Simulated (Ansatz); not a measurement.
Calculated with Ansatz (gas phase, PBE0-D4/def2-TZVP geometries, no zero-point term in ΔE). CCSD(T)/CBS is the MP2 limit (def2-TZVPP, def2-QZVPP) plus CCSD(T) − MP2 in def2-TZVPP, frozen cores. This one scheme is used for every species, atoms too. DFT in def2-TZVPP. B3LYP here is the variant with VWN-RPA as its local correlation; programs differ in this. Open shells (•) are unrestricted, without spin–orbit coupling. Spin–orbit coupling would lower the free atoms: a little for B, F. One conformer a species, not always the lowest.

Reaction (atomization): `NB(N)F` → B• + F• + 4 H• + 2 N•

| level | ΔE (kJ/mol) |
| --- | --- |
| B97M-V | 3204.2 |
| r2SCANh-D4 | 3173.4 |
| B2PLYP | 3187.2 |
| PBE | 3275.5 |
| B3LYP | 3208.6 |
| MP2/def2-SVP | 3060.1 |
| CCSD/def2-TZVPP | 3052.0 |
| HF/CBS(def2) | 2286.4 |

(1) What does CCSD(T)/CBS give? (Estimate.)

Largest T1 diagnostic among the species: 0.014.

Results:

(1) Ansatz gave: +3195.4 kJ/mol. The listed levels differ from it by 8.8, -22.0, -8.2, 80.1, 13.2, -135.3, -143.4, -909.0 kJ/mol.

Leaving LDA and LC-ωPBE aside and taking each functional with its dispersion term where it has one, the values, not all of them listed here, spread over 175.4 kJ/mol, from BHLYP-D4 to PBE-D4. LDA lies +418.0 kJ/mol from PBE without D4, its usual overbinding. At CCSD(T), def2-SVP lies −198.3 kJ/mol from the extrapolated value and def2-TZVPP −97.2 kJ/mol: correlation converges slowly with the basis, and small sets miss more of it in the bonded molecule than in its fragments. From PBE to PBE0 (25 % exact exchange), in def2-TZVPP and without D4, ΔE moves by −77.7 kJ/mol: exact exchange takes away binding that semilocal exchange gives to molecules.

For atomizations the MP2-based limit and the directly extrapolated one differ by several kJ/mol either way, and by 10 to 25 for some Ge, Se and Sn compounds, so smaller differences from it don't rank the levels.
